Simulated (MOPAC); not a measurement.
MOPAC input (PM7):

```
PM7 FORCE THERMO(298,298) PRECISE LET CHARGE=-1 GEO-OK AUX(PRECISION=9) THREADS=1
C2H9Si2

C     1.84291797 1   -0.76807427 1    0.16310891 1
Si    0.11109678 1   -0.26792557 1   -0.43634250 1
C    -0.97762593 1   -1.81409139 1   -0.25519178 1
Si   -0.68576678 1    1.50974388 1    0.49217860 1
H     1.82679706 1   -1.00906826 1    1.23656533 1
H     2.20047330 1   -1.65172700 1   -0.38089901 1
H     2.56997713 1    0.04380548 1    0.01676116 1
H     0.21200327 1    0.03138380 1   -1.86417500 1
H    -1.98520156 1   -1.64727060 1   -0.66276062 1
H    -0.53035182 1   -2.66635943 1   -0.78266182 1
H    -1.08984205 1   -2.08704877 1    0.80478801 1
H    -0.92241998 1    1.57922197 1    1.91786336 1
H    -1.01063038 1    2.69175418 1   -0.27583679 1
```

From the output:

```
     H   13   3.143446

          HEAT OF FORMATION =     -41.557121 KCALS/MOLE

          ZERO POINT ENERGY      57.671 KCAL/MOL

           NORMAL COORDINATE ANALYSIS (Total motion = 1 Angstrom)

   Root No.       1         2         3         4         5         6         7         8

                 1 A"      2 A"      1 A'      3 A"      2 A'      3 A'      4 A'      5 A'

                  94.4     136.6     140.9     183.2     200.1     235.6     409.3     470.7

           1   -0.0050   -0.0009   -0.0009   -0.0360   -0.0030   -0.0233   -0.0451   -0.0102
           2   -0.0034    0.0012    0.0075    0.0351    0.0408   -0.0554    0.0041   -0.0001
           3   -0.0224    0.0101    0.0018   -0.0440   -0.0420   -0.0165   -0.0117   -0.0032
           4   -0.0034   -0.0009   -0.0008   -0.0356   -0.0019   -0.0238   -0.0377   -0.0042
           5   -0.0026   -0.0007    0.0011   -0.0268    0.0025    0.0317    0.0502    0.0056
           6   -0.0000   -0.0000    0.0037   -0.0000    0.0419    0.0308   -0.0867    0.0222
           7   -0.0047    0.0009   -0.0070    0.0237   -0.0384    0.0597    0.0086    0.0030
           8   -0.0038   -0.0012    0.0029   -0.0443    0.0142    0.0070    0.0445    0.0098
           9    0.0224   -0.0101    0.0018    0.0440   -0.0420   -0.0165   -0.0117   -0.0032
          10    0.0080    0.0011    0.0047    0.0362    0.0214    0.0007    0.0552    0.0143
          11    0.0060    0.0008   -0.0063    0.0272   -0.0285   -0.0009   -0.0735   -0.0190
          12    0.0000   -0.0000   -0.0053    0.0000    0.0063   -0.0096    0.0912   -0.0253
          13   -0.0156   -0.0012    0.0060   -0.0460   -0.0394   -0.0827   -0.0084   -0.0335
          14   -0.0038   -0.1436    0.1498    0.0401    0.0290   -0.0743   -0.0105    0.0010
          15   -0.0270    0.0771   -0.0613   -0.0511   -0.0526   -0.0336    0.0101   -0.0146
          16    0.0039   -0.0033    0.0010    0.0106    0.0581   -0.0359   -0.1162    0.0105
          17   -0.0048    0.1308   -0.1157    0.0584    0.0720   -0.0905   -0.0135   -0.0038
          18   -0.0271    0.1028   -0.0862   -0.0494   -0.0487   -0.0352    0.0104   -0.0155
          19   -0.0017    0.0018   -0.0094   -0.0689   -0.0238    0.0462   -0.0100   -0.0043
          20   -0.0041    0.0133   -0.0020    0.0508    0.0539   -0.0842   -0.0120   -0.0014
          21   -0.0262   -0.1457    0.1548   -0.0661   -0.0885   -0.0207    0.0133   -0.0101
          22    0.0002   -0.0055    0.0024   -0.0391    0.0237   -0.0066   -0.0592   -0.0189
          23    0.0001   -0.0042   -0.0032   -0.0294   -0.0315    0.0088    0.0787    0.0252
          24    0.0000   -0.0000    0.0067   -0.0000    0.0641    0.0446   -0.0993    0.0062
          25   -0.0045    0.0133    0.0046    0.0296   -0.0452    0.0680    0.0143    0.0026
          26   -0.0005   -0.0020    0.0084   -0.0803    0.0379   -0.0678    0.0063    0.0037
          27    0.0262    0.1457    0.1548    0.0661   -0.0886   -0.0207    0.0134   -0.0101
          28   -0.0035    0.1247    0.1109    0.0591   -0.0854    0.0969    0.0453    0.0007
          29    0.0051   -0.0395   -0.0331   -0.0060   -0.0358    0.0093    0.1078   -0.0111
          30    0.0271   -0.1028   -0.0862    0.0494   -0.0487   -0.0352    0.0104   -0.0155
          31   -0.0080   -0.1382   -0.1455    0.0257   -0.0169    0.0944    0.0124    0.0084
          32   -0.0139    0.0388    0.0359   -0.0554    0.0459    0.0588    0.0052    0.0325
          33    0.0270   -0.0771   -0.0613    0.0511   -0.0526   -0.0336    0.0101   -0.0146
          34    0.3152    0.0096    0.0130    0.0226    0.0624    0.0375    0.0143   -0.2200
          35    0.2368    0.0072   -0.0173    0.0170   -0.0830   -0.0499   -0.0191    0.2928
          36    0.0000    0.0000   -0.0019    0.0000    0.0235    0.0057    0.0697   -0.1177
          37   -0.2984   -0.0054    0.0031    0.1354    0.0144   -0.0069    0.0552    0.0600
          38   -0.2242   -0.0040   -0.0041    0.1018   -0.0191    0.0092   -0.0734   -0.0798
          39   -0.0000   -0.0000   -0.0182    0.0000   -0.0519   -0.0700    0.1145    0.3566

   Root No.       9        10        11        12        13        14        15        16

                 4 A"      6 A'      7 A'      5 A"      6 A"      8 A'      7 A"      8 A"

                 579.5     650.8     678.2     701.4     712.5     819.4     819.9     852.7

           1    0.0157   -0.0222    0.0929    0.0314   -0.0676    0.0041   -0.0152    0.0031
           2   -0.0015   -0.0035    0.0101   -0.0113    0.0068    0.0044   -0.0261    0.0156
           3    0.0013    0.0006    0.0008   -0.0064   -0.0068   -0.0006    0.0181    0.0257
           4    0.0002    0.0183   -0.0297   -0.0286    0.0332   -0.0009    0.0163   -0.0127
           5    0.0002   -0.0243    0.0395   -0.0215    0.0249    0.0013    0.0123   -0.0095
           6   -0.0000    0.0102    0.0019   -0.0000    0.0000   -0.0015    0.0000   -0.0000
           7    0.0029    0.0095   -0.0355   -0.0021   -0.0123   -0.0054   -0.0293    0.0158
           8    0.0155    0.0203   -0.0864    0.0333   -0.0668   -0.0027   -0.0073   -0.0013
           9   -0.0013    0.0006    0.0008    0.0064    0.0068   -0.0006   -0.0181   -0.0257
          10   -0.0335   -0.0025    0.0018    0.0029   -0.0006   -0.0092   -0.0017    0.0006
          11   -0.0252    0.0034   -0.0024    0.0022   -0.0005    0.0123   -0.0013    0.0004
          12   -0.0000    0.0056    0.0040   -0.0000   -0.0000   -0.0160   -0.0000    0.0000
          13    0.0228   -0.0816    0.0268    0.1420    0.0174   -0.0046   -0.0429   -0.1658
          14   -0.0019    0.0052   -0.0072    0.0303    0.0000   -0.0063    0.0369   -0.0179
          15    0.0063   -0.0353   -0.0132    0.0327    0.0295    0.0008   -0.0269   -0.0380
          16    0.0020    0.0522    0.0811    0.0169   -0.1438   -0.0206    0.1881    0.0664
          17   -0.0037   -0.0035   -0.0122    0.0325   -0.0024   -0.0077    0.0462   -0.0170
          18    0.0055   -0.0345   -0.0196    0.0269    0.0353    0.0032   -0.0353   -0.0325
          19    0.0164   -0.0248    0.1444   -0.0841   -0.0515    0.0315   -0.1691    0.0948
          20   -0.0036    0.0020   -0.0193    0.0334    0.0043   -0.0088    0.0503   -0.0240
          21    0.0068   -0.0250   -0.0128    0.0254    0.0297    0.0023   -0.0241   -0.0225
          22    0.0218   -0.2520   -0.1050    0.2149    0.2364   -0.0102    0.0056    0.1777
          23    0.0164    0.3354    0.1397    0.1615    0.1776    0.0135    0.0042    0.1335
          24    0.0000   -0.2492   -0.0734    0.0000    0.0000   -0.0115   -0.0000    0.0000
          25    0.0011    0.0050   -0.0217    0.0087   -0.0102   -0.0003    0.0013    0.0033
          26    0.0167    0.0243   -0.1440   -0.0900   -0.0506   -0.0327   -0.1764    0.0977
          27   -0.0068   -0.0250   -0.0128   -0.0254   -0.0297    0.0023    0.0241    0.0225
          28   -0.0030   -0.0111   -0.0108    0.0359   -0.0424    0.0132    0.0967    0.0022
          29    0.0029   -0.0512   -0.0813    0.0073   -0.1374    0.0177    0.1678    0.0685
          30   -0.0055   -0.0345   -0.0196   -0.0269   -0.0353    0.0032    0.0354    0.0325
          31    0.0045    0.0177   -0.0006    0.0687    0.0049    0.0073    0.0235   -0.0633
          32    0.0224    0.0799   -0.0278    0.1279    0.0168    0.0026   -0.0514   -0.1542
          33   -0.0063   -0.0353   -0.0132   -0.0327   -0.0295    0.0008    0.0269    0.0380
          34    0.3281    0.0135   -0.0196   -0.0149    0.0168    0.2340    0.0116    0.0009
          35    0.2466   -0.0180    0.0261   -0.0112    0.0126   -0.3113    0.0087    0.0007
          36    0.0000    0.0128   -0.0056   -0.0000    0.0000    0.0923   -0.0000    0.0000
          37    0.3128   -0.0058   -0.0015   -0.0230    0.0165    0.0487    0.0082   -0.0042
          38    0.2351    0.0077    0.0019   -0.0173    0.0124   -0.0648    0.0061   -0.0031
          39    0.0000   -0.0264   -0.0132   -0.0000    0.0000    0.4090   -0.0000    0.0000

   Root No.      17        18        19        20        21        22        23        24

                 9 A'     10 A'      9 A"     11 A'     10 A"     11 A"     12 A'     13 A'

                 869.2     870.7    1281.9    1291.1    1303.4    1305.5    1306.4    1310.3

           1    0.0070   -0.0006   -0.0313   -0.0320    0.0088    0.0057   -0.0111   -0.0013
           2   -0.0319   -0.0103   -0.0043   -0.0024   -0.0235    0.0047    0.0087   -0.0228
           3   -0.0113    0.0301    0.0051    0.0077    0.0041    0.0237   -0.0206   -0.0087
           4   -0.0105   -0.0047   -0.0019   -0.0008    0.0009    0.0002   -0.0001   -0.0004
           5    0.0140    0.0062   -0.0014    0.0011    0.0007    0.0001    0.0001    0.0006
           6    0.0065   -0.0190   -0.0000   -0.0004   -0.0000    0.0000    0.0005    0.0003
           7    0.0287    0.0101   -0.0129    0.0112   -0.0201    0.0061   -0.0052    0.0222
           8   -0.0156   -0.0023   -0.0288    0.0300    0.0150    0.0042    0.0131   -0.0051
           9   -0.0113    0.0300   -0.0051    0.0077   -0.0041   -0.0237   -0.0206   -0.0087
          10   -0.0003    0.0000   -0.0001   -0.0001   -0.0001    0.0000   -0.0000    0.0000
          11    0.0004   -0.0001   -0.0001    0.0002   -0.0000    0.0000    0.0000   -0.0001
          12   -0.0004    0.0004    0.0000   -0.0000    0.0000   -0.0000   -0.0000   -0.0000
          13    0.1377   -0.1371    0.1420    0.1533   -0.0588    0.0429    0.0056   -0.0422
          14    0.0338    0.0090    0.0811    0.0694    0.1840    0.0554   -0.1366    0.1297
          15    0.0228   -0.0440    0.0272    0.0391   -0.1137    0.0023    0.0602   -0.0857
          16    0.0615    0.1848    0.1144    0.1145   -0.0860   -0.0709    0.1063   -0.0076
          17    0.0389    0.0188    0.0355    0.0049    0.1061   -0.1522    0.0648    0.1716
          18    0.0083   -0.0483   -0.0282   -0.0497    0.1235   -0.0664   -0.0150    0.1277
          19   -0.1842   -0.0499    0.1537    0.1364    0.0256   -0.0474    0.0316    0.0669
          20    0.0517    0.0168   -0.0618   -0.0532   -0.0138    0.0403   -0.0274   -0.0420
          21    0.0107   -0.0326   -0.0549   -0.0766   -0.0572   -0.2130    0.1937    0.0593
          22   -0.0297    0.0486    0.0053    0.0007   -0.0019    0.0036   -0.0015   -0.0013
          23    0.0395   -0.0647    0.0039   -0.0009   -0.0015    0.0027    0.0020    0.0017
          24   -0.0117    0.0325    0.0000    0.0027    0.0000   -0.0000   -0.0011   -0.0008
          25    0.0015   -0.0023   -0.0166    0.0131   -0.0061    0.0255    0.0176    0.0217
          26    0.1913    0.0525    0.1648   -0.1458    0.0284   -0.0567   -0.0380   -0.0760
          27    0.0107   -0.0326    0.0549   -0.0766    0.0572    0.2130    0.1936    0.0593
          28   -0.0545   -0.0694    0.0659   -0.0366    0.0780   -0.1660   -0.0918   -0.1627
          29   -0.0483   -0.1722    0.1000   -0.1086   -0.1121   -0.0257   -0.0841    0.0551
          30    0.0083   -0.0483    0.0282   -0.0497   -0.1235    0.0664   -0.0151    0.1277
          31   -0.0708    0.0295    0.1174   -0.1093    0.1604    0.0652    0.1296   -0.1128
          32   -0.1229    0.1342    0.1139   -0.1279   -0.1077    0.0258   -0.0434    0.0767
          33    0.0228   -0.0440   -0.0272    0.0391    0.1137   -0.0023    0.0602   -0.0857
          34    0.0126    0.0107   -0.0002    0.0013    0.0004    0.0002    0.0004    0.0000
          35   -0.0168   -0.0143   -0.0001   -0.0017    0.0003    0.0002   -0.0005   -0.0001
          36    0.0056    0.0040    0.0000    0.0001    0.0000   -0.0000    0.0003   -0.0001
          37    0.0024    0.0017   -0.0001   -0.0003   -0.0001    0.0000   -0.0002    0.0000
          38   -0.0032   -0.0023   -0.0001    0.0004   -0.0001    0.0000    0.0002   -0.0001
          39    0.0216    0.0137    0.0000    0.0017    0.0000   -0.0000   -0.0002    0.0000

   Root No.      25        26        27        28        29        30        31        32

                14 A'     15 A'     16 A'     12 A"     17 A'     13 A"     18 A'     14 A"
```

The dipole moment of an ion depends on the origin.
